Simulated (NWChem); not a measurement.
**Correlation energy of HBCl**

```
B
H 1 1.2070
Cl 1 1.7187 2 123.29
```
Charge 0, spin multiplicity 2.

All runs are NWChem calculations. The geometry was optimised at UPBE0/def2-SVP, a minimum by its harmonic frequencies.

Basis set: cc-pVDZ. Each correlation energy counts from its own Hartree-Fock reference.

```json
[
 {"method": "CCSDT on ROHF", "correlation energy (mHa)": "-229.5"},
 {"method": "CCSD[T] on UHF", "correlation energy (mHa)": "-227.7"},
 {"method": "CCSD on ROHF", "correlation energy (mHa)": "-223.2"},
 {"method": "SCS-UMP2", "correlation energy (mHa)": "-194.0"},
 {"method": "CCSD(T) on ROHF", "correlation energy (mHa)": "-228.9"},
 {"method": "CCSD on UHF", "correlation energy (mHa)": "-221.8"},
 {"method": "URI-MP2", "correlation energy (mHa)": "-197.3"},
 {"method": "CCSD(T) on UHF", "correlation energy (mHa)": "-227.4"},
 {"method": "CCSD[T] on ROHF", "correlation energy (mHa)": "-229.3"},
 {"method": "UMP2", "correlation energy (mHa)": "-197.3"}
]
```

The values span 35.5 mHa, from CCSDT on ROHF (lowest) to SCS-UMP2 (highest). 

The correlated methods keep 6 core orbitals frozen. The structure started from a generated list of species. The unpaired electrons of the parent sit in orbitals of symmetry a' (Cs labels of the run); other states weren't searched. No SCF solution was tested for a lower state. Open-shell Hartree-Fock references start from PBE0 orbitals. Coupled-cluster values serve here as a point of comparison, not as the truth.
